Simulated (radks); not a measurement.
The numbers below are computed, except where a source is named.
Fractional charge and spin in the 5p shell of tungsten: the spin-up occupation runs from 2 to 3 and the spin-down occupation from 2 to 3; the fullest corner is W3+, [Kr] 4d10 4f14 5s2 5d(up 1.5, down 1.5) 5p(up 3, down 3). Code: a radial shooting solver on a logarithmic mesh with Libxc functionals. Model: scalar-relativistic Kohn-Sham, r2SCAN, spin-polarised, spherical densities, finite nucleus; meta-GGA in the generalised Kohn-Sham scheme; Fermi nuclear charge, rms radius of each element as measured or else 0.836 A^(1/3) + 0.57 fm. Energy (eV) minus the two flat planes that join the four corners (they meet along the diagonal where the two added fractions sum to one electron); zero is where a piecewise linear energy would lie.

| down \ up | 2 | 2.5 | 3 |
|---|---|---|---|
| 2 | 0.000 | -1.985 | 0.000 |
| 2.5 | -1.985 | 0.375 | -1.875 |
| 3 | 0.000 | -1.875 | 0.000 |

Corners above the fullest one (they belong to W4+ and the next ion): (up 3, down 2) 80.459 eV, (up 2, down 3) 80.459 eV, (up 2, down 2) 177.87 eV. With half an added electron in each spin the energy lies 0.375 eV from the planes, and with half an added electron in spin up alone -1.985 eV. The planes are only a guide here: the flat-plane condition holds for ground states with one frontier orbital, while this shell lies below other occupied shells, so the corners above the fullest one are inner-hole states and not the ground states of those ions.
